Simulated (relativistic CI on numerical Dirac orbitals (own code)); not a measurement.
**Zr3+: what numerical and physical settings do to a radial Dirac CI calculation**

Reference input:

```
atom Zr  Z=40  charge=3  electrons=37
nucleus A=90  rms_radius_fm=4.2694
hamiltonian dirac-coulomb  breit=on  qed=on  c_scale=1
orbitals kli  potential=per-configuration
slater_scale 1
correlation none
mixing on
grid step=0.0125 r_max=50.3
scf mixing=0.4 start=green max_iterations=150 tolerance=2e-08 node_fill=0.05
configurations
  [Kr] 4d
  [Kr] 5s
  [Kr] 5p
  [Kr] 4f
  [Kr] 5d
end
```

Computed lowest total energy -3592.21473 Ha, first excitation 1112.8 cm⁻¹, 55 SCF steps. Runs with settings changed; * marks those that are bad on purpose (the QED terms keep the true α when c is scaled):

| Changed | Outcome | Lowest level | ΔE (Ha) | First excitation (cm⁻¹) | SCF steps | Message |
| --- | --- | --- | --- | --- | --- | --- |
| QED terms off | converged | 4d ²D3/2 | -1.37 | 1108.3 | 55 |  |
| grid step 0.008, speed of light × 10, SCF tolerance 1e-06 | converged | 4d ²D3/2 | 55.1 | 12.1 | 52 |  |
| nuclear radius 3.8425 fm, SCF tolerance 1e-10, grid step 0.02 | converged | 4d ²D3/2 | -0.0073 | 1112.8 | 67 |  |
| SCF tolerance 0.0001, speed of light × 2, nuclear radius 5.5502 fm | converged | 4d ²D3/2 | 42.2 | 290.9 | 39 |  |
| configuration list: extra electron * | refused |  |  |  | 0 | configuration [Kr] 5d 6s has 38 electrons, the ion has 37 |
| Slater scale 0 * | converged | 4d ²D3/2 | 0 | 1112.8 | 55 |  |

With so few configurations and no correlation, terms lie too far apart (by 10 to 50 % near neutrality), their order can be wrong, and levels of other configurations are missing.
